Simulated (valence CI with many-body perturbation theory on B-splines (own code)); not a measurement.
## E1 line list for Nd44+

Calculated by configuration interaction combined with many-body perturbation theory (CI+MBPT): six valence electrons over a frozen Dirac-Fock core [Ne], radial functions for each j: 9 s, 9 p, 8 d, 6 f, 3 g, 1 h, with the one-electron correlation potential Σ1 (screened to all orders), the two-electron term Σ2, the three-electron term Σ3, Breit, model QED; selected single and double excitations, second order for the rest, scaled by the run's own slope (own B-spline code, finite nucleus).

No measured spectrum was set against this ion. As an estimate, large intervals hold to a few tenths of a per cent, small ones and those within an open d or f shell to about a per cent. Among the levels kept, up to 1100 cm⁻¹ of a level comes from second order outside the variational space, and about a tenth of that is noise between levels of different J, which matters for small intervals.

Lines 1 to 50 of 116 in falling wavelength, among levels below 380.86 eV, chosen from the strongest by gf and those to the six lowest levels. Wavelengths and rates use the calculated energies. Electric multipoles are in the length gauge with retardation, E1 and E2 with the static RPA response of the core. Weak lines are less certain than strong ones. Lines between different terms over intervals too small for the method are left out, as are lines whose strength nearly cancels. The highest levels of a list are the least certain.

Levels are named by their leading jj configuration (3d3/2^4 stands for four electrons in 3d with j = 3/2), which in mixed levels can hold well under half, so a name can repeat and another be missing. Letters in brackets count levels of one name in rising energy.

```
λ vac (Å)                               Upper                               Lower   A (s⁻¹)  log gf  Branch %
     8525          (3s^2 3p1/2^2 3d3/2^2) J=2  (3s^2 3p1/2 3p3/2^2 3d5/2) J=2 [b]  1.28e+01   -6.16       0.0
     4761  (3s^2 3p1/2 3p3/2^2 3d5/2) J=1 [b]          (3s^2 3p1/2^2 3d3/2^2) J=2  1.64e+01   -6.78       0.0
     3149          (3s^2 3p1/2^2 3d3/2^2) J=2  (3s^2 3p1/2 3p3/2^2 3d5/2) J=3 [b]  4.02e+01   -6.53       0.0
     2667  (3s^2 3p1/2 3p3/2^2 3d5/2) J=3 [c]          (3s^2 3p1/2^2 3d3/2^2) J=2  1.89e+03   -4.85       0.0
     1304          (3s^2 3p1/2^2 3d3/2^2) J=2  (3s^2 3p1/2 3p3/2^2 3d5/2) J=2 [a]  5.08e+02   -6.19       0.0
     1189  (3s^2 3p1/2 3p3/2^2 3d5/2) J=2 [c]          (3s^2 3p1/2^2 3d3/2^2) J=2  4.30e+02   -6.34       0.0
     1061            (3s 3p1/2^2 3p3/2^3) J=1                  (3s^2 3p3/2^4) J=0  2.13e+05   -3.97       0.0
    909.4          (3s^2 3p1/2^2 3d3/2^2) J=0  (3s^2 3p1/2 3p3/2^2 3d5/2) J=1 [b]  2.76e+03   -6.47       0.0
    906.6          (3s^2 3p1/2^2 3d3/2^2) J=2  (3s^2 3p1/2 3p3/2^2 3d3/2) J=1 [c]  1.65e+03   -5.99       0.0
    521.4          (3s^2 3p1/2^2 3d3/2^2) J=2  (3s^2 3p1/2 3p3/2^2 3d3/2) J=1 [b]  8.67e+04   -4.75       0.0
    452.8          (3s^2 3p1/2^2 3d3/2^2) J=2  (3s^2 3p1/2 3p3/2^2 3d3/2) J=2 [c]  1.06e+06   -3.79       0.0
    442.6          (3s^2 3p1/2^2 3d3/2^2) J=2  (3s^2 3p1/2 3p3/2^2 3d5/2) J=1 [a]  1.33e+04   -5.71       0.0
    442.4                  (3s^2 3p3/2^4) J=0      (3s^2 3p1/2^2 3p3/2 3d5/2) J=1  3.81e+05   -4.95       0.7
    414.5          (3s^2 3p1/2^2 3d3/2^2) J=0  (3s^2 3p1/2 3p3/2^2 3d3/2) J=1 [c]  2.59e+05   -5.18       0.0
    413.6          (3s^2 3p1/2^2 3d3/2^2) J=2  (3s^2 3p1/2 3p3/2^2 3d3/2) J=3 [b]  1.65e+06   -3.67       0.0
    370.5  (3s^2 3p1/2 3p3/2^2 3d3/2) J=1 [a]                  (3s^2 3p3/2^4) J=0  1.97e+06   -3.91       0.0
    335.8          (3s^2 3p1/2^2 3d3/2^2) J=2  (3s^2 3p1/2 3p3/2^2 3d5/2) J=3 [a]  3.87e+05   -4.49       0.0
    309.8          (3s^2 3p1/2^2 3d3/2^2) J=0  (3s^2 3p1/2 3p3/2^2 3d3/2) J=1 [b]  1.43e+07   -3.69       0.1
    286.5          (3s^2 3p1/2^2 3d3/2^2) J=2  (3s^2 3p1/2 3p3/2^2 3d3/2) J=2 [b]  3.05e+03   -6.73       0.0
    280.2          (3s^2 3p1/2^2 3d3/2^2) J=0  (3s^2 3p1/2 3p3/2^2 3d5/2) J=1 [a]  7.55e+06   -4.05       0.1
    278.0      (3s^2 3p1/2^2 3p3/2 3d3/2) J=2            (3s^2 3p1/2 3p3/2^3) J=2  5.16e+06   -3.52       0.1
    248.8      (3s^2 3p1/2^2 3p3/2 3d3/2) J=1            (3s^2 3p1/2 3p3/2^3) J=2  3.09e+07   -3.07       0.5
    243.3      (3s^2 3p1/2^2 3p3/2 3d3/2) J=3            (3s^2 3p1/2 3p3/2^3) J=2  5.77e+05   -4.45       1.9
    236.9      (3s^2 3p1/2^2 3p3/2 3d3/2) J=2            (3s^2 3p1/2 3p3/2^3) J=1  1.44e+06   -4.22       0.0
    215.4      (3s^2 3p1/2^2 3p3/2 3d3/2) J=1            (3s^2 3p1/2 3p3/2^3) J=1  4.89e+06   -3.99       0.1
    211.8      (3s^2 3p1/2^2 3p3/2 3d3/2) J=0            (3s^2 3p1/2 3p3/2^3) J=1  1.04e+07   -4.15     100.0
    207.3          (3s^2 3p1/2^2 3d3/2^2) J=2  (3s^2 3p1/2 3p3/2^2 3d3/2) J=3 [a]  3.64e+07   -2.93       0.3
    192.2          (3s^2 3p1/2^2 3d3/2^2) J=2  (3s^2 3p1/2 3p3/2^2 3d3/2) J=1 [a]  2.19e+02   -8.22       0.0
    188.7          (3s^2 3p1/2^2 3d3/2^2) J=2  (3s^2 3p1/2 3p3/2^2 3d3/2) J=2 [a]  1.40e+06   -4.43       0.0
    177.2  (3s^2 3p1/2 3p3/2^2 3d5/2) J=1 [a]                  (3s^2 3p3/2^4) J=0  1.69e+07   -3.62       0.0
    167.1  (3s^2 3p1/2 3p3/2^2 3d3/2) J=1 [b]                  (3s^2 3p3/2^4) J=0  9.73e+07   -2.91       0.0
    157.8      (3s^2 3p1/2^2 3p3/2 3d5/2) J=2            (3s^2 3p1/2 3p3/2^3) J=2  1.08e+08   -2.70       0.5
    153.6          (3s^2 3p1/2^2 3d3/2^2) J=0  (3s^2 3p1/2 3p3/2^2 3d3/2) J=1 [a]  9.53e+07   -3.47       0.7
    151.2                  (3s^2 3p3/2^4) J=0      (3s^2 3p1/2^2 3p3/2 3d3/2) J=1  6.10e+06   -4.68      11.4
    147.1  (3s^2 3p1/2 3p3/2^2 3d3/2) J=1 [c]                  (3s^2 3p3/2^4) J=0  2.46e+07   -3.62       0.0
    143.7      (3s^2 3p1/2^2 3p3/2 3d5/2) J=2            (3s^2 3p1/2 3p3/2^3) J=1  1.40e+08   -2.66       0.6
    143.7          (3s^2 3p1/2^2 3d3/2^2) J=2            (3s 3p1/2^2 3p3/2^3) J=1  1.65e+02   -8.59       0.0
    128.4      (3s^2 3p1/2^2 3p3/2 3d5/2) J=3            (3s^2 3p1/2 3p3/2^3) J=2  4.38e+04   -6.12       0.0
    123.3  (3s^2 3p1/2 3p3/2^2 3d5/2) J=1 [b]                  (3s^2 3p3/2^4) J=0  7.68e+07   -3.28       0.0
    121.8          (3s^2 3p1/2^2 3d3/2^2) J=2            (3s 3p1/2^2 3p3/2^3) J=2  9.78e+06   -3.96       0.1
    120.9          (3s^2 3p1/2^2 3d3/2^2) J=0            (3s 3p1/2^2 3p3/2^3) J=1  5.23e+07   -3.94       0.4
    119.4      (3s^2 3p1/2^2 3p3/2 3d5/2) J=1            (3s^2 3p1/2 3p3/2^3) J=2  2.18e+08   -2.85       0.2
    111.2      (3s^2 3p1/2^2 3p3/2 3d5/2) J=1            (3s^2 3p1/2 3p3/2^3) J=1  3.54e+07   -3.71       0.0
    98.41          (3s^2 3p1/2^2 3d3/2^2) J=2      (3s^2 3p1/2^2 3p3/2 3d5/2) J=1  2.05e+05   -5.83       0.0
    96.85            (3s 3p1/2^2 3p3/2^3) J=2            (3s^2 3p1/2 3p3/2^3) J=2  6.08e+09   -1.37       2.7
    93.09          (3s^2 3p1/2^2 3d3/2^2) J=2      (3s^2 3p1/2^2 3p3/2 3d5/2) J=3  2.86e+08   -2.73       2.6
    91.33            (3s 3p1/2^2 3p3/2^3) J=2            (3s^2 3p1/2 3p3/2^3) J=1  8.55e+09   -1.27       3.9
    87.17          (3s^2 3p1/2^2 3d3/2^2) J=0      (3s^2 3p1/2^2 3p3/2 3d5/2) J=1  5.27e+07   -4.22       0.4
    86.39            (3s 3p1/2^2 3p3/2^3) J=1            (3s^2 3p1/2 3p3/2^3) J=2  1.66e+10   -1.25       6.0
    81.98            (3s 3p1/2^2 3p3/2^3) J=1            (3s^2 3p1/2 3p3/2^3) J=1  5.34e+09   -1.79       1.9
```

Q: How does gf follow from A for the line at 81.98 Å?

A: gf = 1.4992 × (2J+1)_upper × A / σ², with σ = 1219841 cm⁻¹ and 2J+1 = 3: gf = 0.0161.
